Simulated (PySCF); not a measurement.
**Electron correlation in As³⁺ (arsenic, charge +3)**

[Ar] 3d10 4s2, closed-shell 1S. Computed with PySCF 2.14 in aug-cc-pVQZ-DK, with the spin-free X2C one-electron Hamiltonian (Gaussian nucleus). Frozen: [Ar] 3d10; 2 electrons correlated.

With two correlated electrons CCSD is exact within the correlated space (frozen core and kept virtual orbitals).

| level | correlation energy (mhartree) |
| --- | --- |
| CCSD | -42.49 |

Diagnostics: T1 = 0.0036, D1 = 0.0052, largest double amplitude 0.099.

**Question.** Is a single reference adequate?

**Answer.** Mostly. T1 lies below 0.03, but a double amplitude of this size points to a near-degeneracy that CCSD handles and MP2 describes poorly.
